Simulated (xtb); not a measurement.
Al(OH)(OMe)(NH2) (CH₆AlNO₂), SMILES [O](C)[Al]([NH2])[OH]. All values are semi-empirical tight-binding results from xtb (GFN2-xTB unless named), good for trends rather than for accurate numbers. The structure is a stationary point at GFN2-xTB. The structure was generated by enumeration; whether it is a known compound was not checked. Other conformers were not sampled.

The geometry has at least one imaginary mode, so it is a saddle point at that level.

For metal compounds this method's bond lengths and energies can be far off.

The point group as xtb finds it is Cs. The orbital gap is 3.73 eV.
